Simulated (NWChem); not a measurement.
SiHI2 cation

```xyz
4

I      2.0519     0.0000    -0.1496
Si     0.0000     0.0000     0.9581
I     -2.0519     0.0000    -0.1496
H      0.0000     0.0000     2.4395
```
Atoms are numbered in this order, from 1.

Program: NWChem. Pople sets run with spherical d functions. Geometry: optimised at PBE0/def2-SVP (def2 core potentials past Kr).

Question: Order these by “orbital gap (eV)”, lowest first: PBE0/STO-3G, non-relativistic; PBE0/6-311G**, non-relativistic; PBE0/3-21G, non-relativistic.

Answer: PBE0/3-21G, non-relativistic (4.35), PBE0/6-311G**, non-relativistic (4.58), PBE0/STO-3G, non-relativistic (4.78)
